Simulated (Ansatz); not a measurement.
CH5N2S (SMILES NC([NH3+])=S), charge +1, singlet, at a GFN2-xTB geometry, atoms displaced at random by about 0.05 Å a coordinate. Base run: PBE/pcseg-1 (Ansatz, a program for electronic structure).

Input for Ansatz:
Ansatz 0.2 input:
```yaml
crystal:
  periodic: [false, false, false]
  atoms:
    - {symbol: N, position_ang: [1.12609111, -1.01638408, -0.29193140]}
    - {symbol: C, position_ang: [0.04068698, -0.19793358, -0.07055006]}
    - {symbol: N, position_ang: [-1.26540285, -0.99477819, -0.06070549]}
    - {symbol: S, position_ang: [-0.02300075, 1.38296573, 0.32969623]}
    - {symbol: H, position_ang: [1.00340276, -2.12109842, -0.29465701]}
    - {symbol: H, position_ang: [2.10913491, -0.68700777, -0.27321910]}
    - {symbol: H, position_ang: [-1.94819014, -0.19635811, 0.05658754]}
    - {symbol: H, position_ang: [-1.37026774, -1.75624122, 0.65305733]}
    - {symbol: H, position_ang: [-1.39789546, -1.38912442, -1.14232504]}
basis:
  gaussian:
    orbitals: pcseg-1.json
hamiltonian:
  xc: pbe
total_charge: 1
relax: {}
```
The basis file holds pcseg-1 in the JSON format of the Basis Set Exchange.

Variants of this job, named by their change:

```csv
change,ΔE vs base (kcal/mol),optimiser steps,core-seconds (rough)
base,0.000,11,30
relax = f_tol: 0.002,0.000,11,30
relax = max_displacement: 0.02,0.000,12,30
relax = f_tol: 0.0005,0.000,14,30
relax = escape_saddle: false,0.000,11,30
relax = f_tol: 0.05,0.000,8,20
relax = max_displacement: 0.5,0.000,10,20
```
